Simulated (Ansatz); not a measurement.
Ansatz (a program for electronic structure) input (B3LYP-D3(BJ)/def2-TZVP):

Ansatz 0.2 input:
```yaml
crystal:
  periodic: [false, false, false]
  atoms:
    - {symbol: Ca, position_ang: [0.84758547, 0.35864506, 0.22497014]}
    - {symbol: F, position_ang: [-0.60884753, 0.92622554, -1.07810466]}
    - {symbol: F, position_ang: [-0.21721378, -1.26127463, 0.84418136]}
basis:
  gaussian:
    orbitals: def2-TZVP
hamiltonian:
  xc: b3lyp
  dispersion: d3bj
total_charge: 1
magnetization: {spin_polarized: true, initial_magnetization: 1}
relax: {f_tol: 0.002, max_steps: 150}
```

End of the output:

```
relax step   4: F+E_penalty+E_count = -23868.18256385 eV  Δ(F+E_penalty+E_count) = -1.458e-1 eV  max|allowed force component| = 3.392e-1 eV/Å  Δτ_max = 0.1348 Å  (42 SCF iters, accepted)
these checks for a lower state are left out or cut short: starts, cluster_reference, orbital_swaps, neighbouring_geometries, increment
integrals: 0.03 GiB planned
697 factors; their error is unknown
mean field: 0.36 GiB planned
mean field -23867.88805812 eV, -877.1287079002 hartree, gradient 2.1e-5 eV, S^2 0.755952; 0 other end points of the search recorded, 0 dependent functions left out
the calculation of the forces begins
reference -23867.88828862 eV, -877.1287163712 hartree; 19, 18 occupied and 79, 80 virtual orbitals, 697 factors
relax step   5: F+E_penalty+E_count = -23867.93812809 eV  Δ(F+E_penalty+E_count) = +2.444e-1 eV  max|allowed force component| = 1.995e0 eV/Å  Δτ_max = 0.1950 Å  (37 SCF iters, rejected (line search))
these checks for a lower state are left out or cut short: starts, cluster_reference, orbital_swaps, neighbouring_geometries, increment
integrals: 0.03 GiB planned
697 factors; their error is unknown
mean field: 0.36 GiB planned
mean field -23868.16022966 eV, -877.1387100200 hartree, gradient 6.8e-6 eV, S^2 0.757979; 0 other end points of the search recorded, 0 dependent functions left out
the calculation of the forces begins
reference -23868.16046000 eV, -877.1387184847 hartree; 19, 18 occupied and 79, 80 virtual orbitals, 697 factors
relax step   6: F+E_penalty+E_count = -23868.21022386 eV  Δ(F+E_penalty+E_count) = -2.766e-2 eV  max|allowed force component| = 7.098e-2 eV/Å  Δτ_max = 0.0531 Å  (40 SCF iters, accepted)
these checks for a lower state are left out or cut short: starts, cluster_reference, orbital_swaps, neighbouring_geometries, increment
integrals: 0.03 GiB planned
697 factors; their error is unknown
mean field: 0.36 GiB planned
mean field -23868.16099544 eV, -877.1387381620 hartree, gradient 1.4e-5 eV, S^2 0.757819; 0 other end points of the search recorded, 0 dependent functions left out
the calculation of the forces begins
reference -23868.16122564 eV, -877.1387466214 hartree; 19, 18 occupied and 79, 80 virtual orbitals, 697 factors
relax step   7: F+E_penalty+E_count = -23868.21100388 eV  Δ(F+E_penalty+E_count) = -7.800e-4 eV  max|allowed force component| = 1.280e-2 eV/Å  Δτ_max = 0.0113 Å  (39 SCF iters, accepted)
these checks for a lower state are left out or cut short: starts, cluster_reference, orbital_swaps, neighbouring_geometries, increment
integrals: 0.03 GiB planned
697 factors; their error is unknown
mean field: 0.36 GiB planned
mean field evaluation 96: about -23868.1610 eV, gradient 3.1e-5 eV
mean field -23868.16102838 eV, -877.1387393723 hartree, gradient 8.4e-5 eV, S^2 0.757844; 0 other end points of the search recorded, 0 dependent functions left out
the calculation of the forces begins
reference -23868.16125856 eV, -877.1387478314 hartree; 19, 18 occupied and 79, 80 virtual orbitals, 697 factors
relax step   8: F+E_penalty+E_count = -23868.21103522 eV  Δ(F+E_penalty+E_count) = -3.134e-5 eV  max|allowed force component| = 1.214e-3 eV/Å  Δτ_max = 0.0019 Å  (29 SCF iters, accepted)
integrals: 0.03 GiB planned
697 factors; their error is unknown
mean field: 0.36 GiB planned
mean field -23868.16102838 eV, -877.1387393723 hartree, gradient 8.4e-5 eV, S^2 0.757844; 2 other end points of the search recorded, 0 dependent functions left out
the calculation of the forces begins
reference -23868.16125856 eV, -877.1387478314 hartree; 19, 18 occupied and 79, 80 virtual orbitals, 697 factors
Total energy: -23868.21126541 eV, -877.1405855490 hartree
Atom 0 at     1.083020     0.456913     0.288830 Å, force     0.001214     0.000507     0.000329 eV/Å
Atom 1 at    -0.664736     0.531742    -0.806556 Å, force    -0.000659     0.000036    -0.000418 eV/Å
Atom 2 at    -0.396760    -0.965060     0.508773 Å, force    -0.000555    -0.000542     0.000089 eV/Å
Dipole moment:     1.748265     0.729708     0.474204 e Å
```
